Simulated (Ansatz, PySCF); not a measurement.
Gas-phase reaction in SMILES: O[B]O → O[B]O as singlet, charge -1 (an electron is taken up)
Each molecule is optimised on its own at B3LYP-D3(BJ)/def2-TZVP (Ansatz, a first-principles code), one conformer each, not searched for the lowest.
Geometry of the first species:
```xyz
5

B     -0.4472    -0.2864    -0.0092
O     -0.6236     1.0437     0.1172
O      0.6904    -1.0009    -0.1159
H      0.1763     1.5939     0.1372
H      1.5249    -0.5046    -0.1021
```
Charge 0, spin multiplicity 2.

Property: adiabatic electron affinity (0 K, with B3LYP-D3(BJ) harmonic zero-point energies from PySCF), positive where the reaction releases energy, in eV. Cores are frozen in the correlated levels unless marked. UHF or UKS for open shells. Spin-orbit coupling is left out. Non-relativistic. Anions need diffuse functions: aug- sets have them; def2-D sets add few; the other sets have none. CBS(X,Y): correlation extrapolated as X^-3; Hartree-Fock from the larger set. The bracket is a focal-point correction in the basis named.

| level | program | adiabatic electron affinity (eV) |
|---|---|---|
| HF/aug-cc-pVTZ | Ansatz | -0.99 |
| PBE/def2-TZVPD | Ansatz | 0.72 |
| PBE-D3(BJ)/def2-TZVPD | Ansatz + dftd3 | 0.72 |
| BP86-D4/def2-TZVPD | PySCF + dftd4 | 0.86 |
| BP86/def2-TZVPD | PySCF | 0.84 |
| TPSS-D3(BJ)/def2-TZVPD | PySCF + dftd3 | 0.59 |
| r2SCAN-D4/def2-TZVPD | Ansatz + dftd4 | 0.43 |

Question: Predict the RI-MP2/CBS(aug-cc-pVTZ,aug-cc-pVQZ)+[CCSD(T)-MP2]/aug-cc-pVTZ result (Ansatz).

Answer: 0.69 eV, so r2SCAN-D4/def2-TZVPD differs from it by -0.26 eV.
